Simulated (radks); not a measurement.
Results of a calculation; reference values are marked as such.
Species: Mo III. Configuration: [Kr] 4d4.

Code: a radial shooting solver on a logarithmic mesh with Libxc functionals. Model: Dirac Kohn-Sham, LDA (Slater exchange, VWN5 correlation), spin-unpolarised, spherical densities, finite nucleus; open shells fill j = l - 1/2 first; Fermi nuclear charge, rms radius 4.4091 fm.

Energy parts (eV):
part                       energy
total                 -110046.719
kinetic                114074.894
electron-nucleus      -265272.586
Hartree                 44387.409
exchange-correlation    -3236.436

Orbitals (lengths in bohr, moments of r in powers of bohr; <r^-3> diverges for s and p1/2):
| orbital | occ. | eigenvalue (eV) | <1/r> | <r^-3> | <r> | small-component weight |
|---|---|---|---|---|---|---|
| 1s1/2 | 2 | -19803.47 | 43.50 | - | 0.03520 | 2.34e-02 |
| 2s1/2 | 2 | -2812.986 | 9.900 | - | 0.1536 | 4.80e-03 |
| 2p1/2 | 2 | -2591.152 | 9.884 | - | 0.1308 | 4.81e-03 |
| 2p3/2 | 4 | -2484.773 | 9.411 | 2394 | 0.1354 | 4.65e-03 |
| 3s1/2 | 2 | -493.6066 | 3.385 | - | 0.4295 | 1.28e-03 |
| 3p1/2 | 2 | -409.1261 | 3.287 | - | 0.4239 | 1.23e-03 |
| 3p3/2 | 4 | -391.5922 | 3.173 | 399.7 | 0.4345 | 1.18e-03 |
| 3d3/2 | 4 | -241.6284 | 2.986 | 58.36 | 0.4135 | 1.07e-03 |
| 3d5/2 | 6 | -238.3052 | 2.957 | 55.63 | 0.4170 | 1.06e-03 |
| 4s1/2 | 2 | -82.7034 | 1.243 | - | 1.103 | 2.94e-04 |
| 4p1/2 | 2 | -58.5085 | 1.122 | - | 1.207 | 2.47e-04 |
| 4p3/2 | 4 | -55.9487 | 1.089 | 58.41 | 1.237 | 2.37e-04 |
| 4d3/2 | 4 | -21.1220 | 0.7723 | 4.550 | 1.722 | 1.27e-04 |
| 4d5/2 | 0 | -20.8704 | 0.7646 | 4.308 | 1.738 | 1.25e-04 |
| 4f5/2 | 0 | -4.1690 | 0.1852 | 0.01389 | 6.425 | 7.58e-06 |
| 4f7/2 | 0 | -4.1688 | 0.1852 | 0.01387 | 6.426 | 7.58e-06 |
| 5s1/2 | 0 | -17.9569 | 0.4453 | - | 2.902 | 5.11e-05 |
| 5p1/2 | 0 | -12.9980 | 0.3761 | - | 3.419 | 3.83e-05 |
| 5p3/2 | 0 | -12.6889 | 0.3684 | 7.121 | 3.487 | 3.72e-05 |
| 5d3/2 | 0 | -6.5039 | 0.2505 | 0.5943 | 5.289 | 2.10e-05 |
| 5d5/2 | 0 | -6.4708 | 0.2493 | 0.5700 | 5.316 | 2.09e-05 |

The highest occupied level is 4d3/2 at -21.122 eV. For comparison, the ionisation energy in NIST's Atomic Spectra Database is 27.1 eV (semi-empirical). In exact Kohn-Sham theory the highest level is minus the ionisation energy, but local and semilocal functionals leave it too shallow, through self-interaction and a potential that decays too fast; potentials with the right tail come closer. Summed over all electrons, <r^2> = 31.26 bohr^2, which gives a Langevin (diamagnetic) susceptibility term of -24.8 x 10^-6 cm^3/mol. The electron density at the nucleus is 9.045e+04 e/bohr^3.

Beside tabulated values, note that spin-unpolarised runs miss the spin-polarisation part of the exchange energy of open shells.
